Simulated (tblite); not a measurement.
Species: C4H10BrGeN.
Numbering: `[CH2:1]=[CH:2][Ge@H:3]([Br:4])[N:5]([CH3:6])[CH3:7]` (hydrogens: H8, H9 on C1; H10 on C2; H11 on Ge3; H12, H13, H14 on C6; H15, H16, H17 on C7)

Computed with GFN2-xTB (tblite), gas phase: L-BFGS steps from a force-field or distance-geometry start until the largest atomic force falls under 0.01 eV/Å.

Step 33: E = -615.0122 eV
```
atom  x, y, z in Å  |  force x, y, z in eV/Å
C1      2.6918   -0.3002    1.0952   -0.005   0.009  -0.032
C2      1.9747   -1.0320    0.2603    0.015   0.081   0.101
Ge3     0.5558   -0.4172   -0.9877    0.057  -0.006  -0.209
Br4     1.4013    1.2930   -2.2618    0.010  -0.128   0.016
N5     -1.1052    0.2144   -0.5006   -0.078   0.014   0.138
C6     -1.9962   -0.6953    0.1899    0.004  -0.025  -0.026
C7     -1.2555    1.5786   -0.0307    0.005   0.032  -0.007
H8      3.4310   -0.7412    1.7498   -0.007   0.006  -0.049
H9      2.6016    0.7733    1.1586   -0.083   0.028  -0.029
H10     2.1289   -2.0991    0.2213   -0.020  -0.134   0.040
H11     0.2289   -1.5871   -1.9225    0.002   0.082   0.011
H12    -1.9266   -1.6906   -0.2536    0.065   0.057   0.027
H13    -3.0242   -0.3414    0.0771    0.015  -0.013  -0.046
H14    -1.7854   -0.7666    1.2636    0.037  -0.025   0.022
H15    -0.7500    2.2474   -0.7278   -0.004   0.056   0.102
H16    -2.3179    1.8337   -0.0238    0.036   0.010  -0.019
H17    -0.8599    1.7421    0.9817   -0.050  -0.043  -0.041
```

Step 34: E = -615.0159 eV
```
atom  x, y, z in Å  |  force x, y, z in eV/Å
C1      2.6881   -0.2964    1.0929   -0.010  -0.011  -0.029
C2      1.9739   -1.0311    0.2572   -0.009   0.071   0.076
Ge3     0.5546   -0.4161   -0.9987    0.085  -0.033  -0.056
Br4     1.3987    1.2883   -2.2691    0.028  -0.069  -0.019
N5     -1.1059    0.2109   -0.4984   -0.062   0.063   0.096
C6     -1.9984   -0.6984    0.1914    0.051   0.014   0.021
C7     -1.2526    1.5767   -0.0295    0.006   0.025   0.024
H8      3.4182   -0.7411    1.7554    0.006   0.015  -0.051
H9      2.6067    0.7789    1.1543   -0.101  -0.012  -0.049
H10     2.1264   -2.1014    0.2263   -0.040  -0.048   0.041
H11     0.2339   -1.5806   -1.9318   -0.026   0.024  -0.031
H12    -1.9191   -1.6954   -0.2460    0.031   0.062   0.017
H13    -3.0273   -0.3454    0.0765    0.044  -0.040  -0.057
H14    -1.7883   -0.7639    1.2668    0.024  -0.025  -0.003
H15    -0.7389    2.2487   -0.7172    0.001   0.028   0.071
H16    -2.3121    1.8404   -0.0268    0.000  -0.008  -0.037
H17    -0.8649    1.7379    0.9857   -0.029  -0.057  -0.015
```

Question: Estimate the geometry and energy of step 35. (The exact step hangs on the optimiser's Hessian estimate; all steps are aligned on step 34, rigid shifts and turns removed.)

Answer: E = -615.0178 eV, largest force 0.113 eV/Å
```
atom  x, y, z in Å  |  force x, y, z in eV/Å
C1      2.6858   -0.2939    1.0920   -0.010  -0.011  -0.019
C2      1.9725   -1.0294    0.2567   -0.030   0.014   0.037
Ge3     0.5551   -0.4161   -1.0063    0.053  -0.030   0.044
Br4     1.3976    1.2844   -2.2751    0.043  -0.029  -0.044
N5     -1.1081    0.2104   -0.4991   -0.011   0.068   0.059
C6     -1.9985   -0.6995    0.1927    0.068   0.031   0.040
C7     -1.2512    1.5763   -0.0280    0.009   0.010   0.035
H8      3.4100   -0.7419    1.7588    0.015   0.029  -0.048
H9      2.6083    0.7821    1.1501   -0.099  -0.024  -0.048
H10     2.1234   -2.1020    0.2304   -0.053   0.013   0.042
H11     0.2372   -1.5774   -1.9388   -0.039  -0.006  -0.052
H12    -1.9144   -1.6979   -0.2403    0.026   0.061   0.011
H13    -3.0288   -0.3503    0.0749    0.057  -0.044  -0.048
H14    -1.7872   -0.7604    1.2691    0.007  -0.023  -0.026
H15    -0.7317    2.2507   -0.7090    0.002   0.009   0.060
H16    -2.3090    1.8450   -0.0285   -0.015  -0.012  -0.040
H17    -0.8680    1.7320    0.9895   -0.023  -0.056  -0.006
```

The energy changes by -0.0019 eV. The first-order estimate −F·Δx gives -0.0026 eV and the mean of the old and new forces, exact on a quadratic surface, -0.0019 eV. The step makes an angle of 71° with the force vector and moves no atom by more than 0.011 Å.

What follows is the cost of the whole relaxation. Time: 1.1 s of wall time. Hardware: one thread of an Arm Neoverse V2, no GPU, shared host with 96 logical CPUs at a one-minute load of 47.
